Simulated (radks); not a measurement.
Task: Ag17+, 30 electrons, occupied as [Ar] 3d10 4s2 (the NIST ground configuration). All-electron calculation, scalar-relativistic Kohn-Sham, BLYP, spin-polarised, spherical densities, finite nucleus; Fermi nuclear charge, rms radius 4.5454 fm. Program: a radial shooting solver on a logarithmic mesh with Libxc functionals. Some entries of the table are withheld. Estimate them.

| orbital | occ. | eigenvalue (eV) | <1/r> (bohr^-1) |
|---|---|---|---|
| 1s | 2 | (1) | 49.43 |
| 2s | 2 | -4172.743 | 11.24 |
| 2p | 6 | -3790.438 | (2) |
| 3s | 2 | -1106.040 | 3.988 |
| 3p | 6 | -980.0692 | 3.808 |
| 3d | 10 | (3) | (4) |
| 4s | 2 | -461.2204 | 1.776 |

Result: 
(1) 1s eigenvalue (eV): -25784.98
(2) 2p <1/r> (bohr^-1): 10.86
(3) 3d eigenvalue (eV): -783.0138
(4) 3d <1/r> (bohr^-1): 3.595
